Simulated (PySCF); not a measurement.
```xyz
4
charge 0 multiplicity 3, angstrom
Nb    0.0675    0.0000    0.0000
Cl    2.3431    0.0000    0.0000
Cl   -1.2636    1.8677    0.0000
Cl   -1.2636   -1.8677    0.0000
```

Computed with UPBE0/[Nb def2-SVP with ECP28, Cl def2-SVP], scalar-relativistic core potentials, density fitting, no spin–orbit coupling, PySCF.

This geometry of NbCl3 is a stationary point at this level.

(1) What is the point group?

(2) Is it a minimum?

(3) Which band is strongest in the infrared?

(4) What is the atomisation energy, with and without zero-point energy?

## Answers

(1) C2v.

(2) Yes: all harmonic wavenumbers are real, though the softest, 41 cm⁻¹, leaves little margin.

(3) 384 cm⁻¹ (b2), 150 km/mol.

(4) 1345 kJ/mol without, 1337 kJ/mol with.

Other isomers or separated fragments may lie lower. With open d or f shells other occupations or spin states may lie lower.
